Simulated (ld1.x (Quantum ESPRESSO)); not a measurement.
# Varying the TM potential for hydrogen (H)

Base potential:

- Element: H (Z = 1)
- Generator: ld1.x (Quantum ESPRESSO) 7.5
- Type: norm-conserving Troullier–Martins (Kleinman–Bylander form)
- Functional: PBEsol
- Relativity: scalar-relativistic
- Frozen core: none
- Valence charge: 1
- Reference configuration: 1s0.5 (charge +0.5)
- Partial waves: 1s (bound): rc 0.75 bohr
- Local potential: the s channel
- Core correction: none

Cutoffs, loose and tight: the cutoffs (Ry, on a coarse ladder) from which the occupation-weighted sum of valence levels, in a spherical-Bessel basis at the reference potential, stays within 10 and 1 mRy of its value at 400 Ry. They do not see the model core or the augmentation charge, which bear on the density cutoff. Test errors are all-electron minus pseudo excitation energies from the reference, over the configurations 1s1. A dash means not determined; rows that change the core or the reference have their own tests.

| change | outcome | cutoff, loose | cutoff, tight | bound ghosts |
| --- | --- | --- | --- | --- |
| base | generated | 25 Ry | 60 Ry | none |
| wave 1s (bound): rc 0.75 bohr becomes 1s (bound): rc 0.64 bohr | generated | 25 Ry | 70 Ry | none |
| reference 1s1 | generated | 30 Ry | 70 Ry | none |
| wave 1s (bound): rc 0.75 bohr becomes 1s (bound): rc 1.04 bohr | generated | 18 Ry | 40 Ry | none |
| type ultrasoft; waves now 1s (bound): rcut 0.65, rcutus 0.75 bohr; 1s channel at 1.7 Ry: rcut 0.65, rcutus 0.75 bohr; local potential all-electron potential smoothed inside 0.65 bohr (lloc = -1); augmentation PSQ, radius 0.45 bohr | failed: chargeps: negative rho | – | – | – |
| wave 1s (bound): rc 0.75 bohr becomes 1s (bound): rc 0.90 bohr | generated | 21 Ry | 50 Ry | none |
| fully relativistic | generated | 25 Ry | 60 Ry | none |
| wave 1s (bound): rc 0.75 bohr becomes 1s (bound): rc 0.62 bohr | generated | 30 Ry | 80 Ry | none |
| wave 1s (bound): rc 0.75 bohr becomes 1s (bound): rc 0.92 bohr | generated | 21 Ry | 50 Ry | none |
